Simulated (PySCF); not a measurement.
**Ionisation energy of Kr by level of theory**

Kr [Kr] (1S) → Kr⁺ [Ar] 3d10 4s2 4p5 (2P), as a difference of total energies. All numbers are calculated (PySCF 2.14, scalar relativity through the core potential, in aug-cc-pVQZ-PP with one added diffuse shell each of s, p, d, f, g type with ECP10MDF (8s7p6d4f3g, 114 functions)). Correlated levels: valence: 3s2 3p6 3d10 frozen. The calculations carry no spin-orbit coupling.

```tsv
method	ionisation energy (eV)
UHF	13.038
LDA	14.284
PBE	13.990
PBE0	14.040
r2SCAN	14.122
BP86	14.116
BHandHLYP	13.984
MN15	13.778
MP2 (valence)	14.140
SCS-MP2 (valence)	14.071
```

**Question.** How much does correlation contribute at MP2 (valence)?

**Answer.** 14.140 − (13.038) = 1.102 eV, measured against UHF.

Errors of the correlated levels include the incompleteness of this basis and the frozen core.

For comparison: 14.222 eV (measured; NIST levels, between the centres of gravity of the two terms).
